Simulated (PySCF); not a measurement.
Species: C₂H₅F₃SSi.
Atom-mapped SMILES: `[F:1][SiH2:2][S:3][CH2:4][CH:5]([F:6])[F:7]` (hydrogens: H8, H9 on Si2; H10, H11 on C4; H12 on C5)

Computed geometry: GFN2-xTB, gas phase.

(1) List the bond lengths, angles and torsions at this level.

Answers

(1) 
```csv
bond,length (Å),order
F1–Si2,1.600,single
Si2–S3,2.153,single
S3–C4,1.821,single
C4–C5,1.515,single
"C5–F6, C5–F7",1.356,single
"Si2–H8, Si2–H9",1.447,single
"C4–H10, C4–H11",1.089,single
C5–H12,1.100,single
```

Bonds in one row agree within 0.01 Å and their mean is given. Orders are formal, as drawn. A selection of angles:
```csv
angle,degrees
F1–Si2–S3,104.4
F1–Si2–H8,106.7
F1–Si2–H9,106.2
S3–Si2–H8,108.2
S3–Si2–H9,111.4
H8–Si2–H9,118.8
Si2–S3–C4,100.8
S3–C4–C5,111.6
S3–C4–H10,106.7
S3–C4–H11,110.2
C5–C4–H10,108.7
H10–C4–H11,109.7
C4–C5–F6,110.9
C4–C5–F7,110.3
C4–C5–H12,113.3
F6–C5–F7,105.8
F6–C5–H12,107.9
```

Dihedral angles: F1–Si2–S3–C4 -159° (antiperiplanar); Si2–S3–C4–C5 -73° (synclinal); S3–C4–C5–F6 73° (synclinal). The mirror-image conformer, all signs reversed, is as good.

S3 (sulfur bonded to C and Si) is bent (angle 100.8°). Si2 (fluorine-bound silicon) is distorted tetrahedral (angles from 104.4° to 118.8°). Of the pairs four or more bonds apart, Si2···F6 is among the closest relative to their van der Waals radii: 3.07 Å, 86 % of the sum of Bondi's values.

Point group: C1 (no symmetry element, even within 0.4 Å). No GFN2-xTB frequencies stand behind this structure, so it isn't proved a minimum. One conformer, not necessarily the lowest.
